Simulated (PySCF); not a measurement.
Gas-phase reaction: 2 GaCl2 + Cl2 + 2 Ga2H6 = 6 GaH2Cl, at 2500 K and a standard pressure of 1 bar. Level: PBE/def2-SVP.

Computed with PySCF and rigid-rotor harmonic-oscillator thermochemistry at 1 bar. Open shells (unrestricted): GaCl2 (multiplicity 2); the rest are closed-shell singlets. Ga: all electrons, no relativistic terms. GaCl2, Ga2H6, GaH2Cl: computed as isolated molecules; such fragments, hydroxides, amides, oligomers or adducts are transient or little studied in the gas. The harmonic model lacks anharmonicity and excited electronic states, which grow with temperature; levels with a mode under 35 cm⁻¹ are left out. Soft modes under 120 cm⁻¹ make the harmonic entropy rough for GaCl2.

| species | E (Ha) | H(2500 K) − E (kJ/mol) | S°(2500 K) (J/mol/K) |
|---|---|---|---|
| GaCl2 | -2844.13041 | 145.7 | 425.8 |
| Cl2 | -919.69088 | 93.7 | 302.1 |
| Ga2H6 | -3852.17901 | 471.7 | 600.4 |
| GaH2Cl | -2385.41038 | 212.9 | 413.9 |
E: electronic energy; H − E holds the zero-point and thermal terms. 1 Ha = 2625.5 kJ/mol.

Question: Work out ΔH°, ΔS°, ΔG° and log10 K from these numbers.

Answer: 1. ΔE = 6×(-2385.41038) − 2×(-2844.13041) − 1×(-919.69088) − 2×(-3852.17901) = -0.15256 Ha = -400.5 kJ.
2. Δ(H − E) = 6×(212.9) − 2×(145.7) − 1×(93.7) − 2×(471.7) = -51.1 kJ, so ΔH° = -451.6 kJ.
3. ΔS° = 6×(413.9) − 2×(425.8) − 1×(302.1) − 2×(600.4) = 128.9 J/K; the number of gas molecules changes by +1.
4. ΔG° = ΔH° − TΔS° = -451.6 − 2500×(128.9)/1000 = -773.9 kJ.
5. log10 K = −ΔG°/(RT ln 10) = 16.17, with RT ln 10 = 47.86 kJ/mol; at standard pressures the products are favoured.
6. A shift of 10 kJ in ΔE would move log10 K by 0.21 here.
For scale, ΔH°(298 K) is -411 kJ at this level, -448 kJ at ωB97M-V/def2-TZVP†, and runs from -540 to -348 kJ over the 19 levels computed († marks an energy on the PBE0/def2-TZVP geometry).
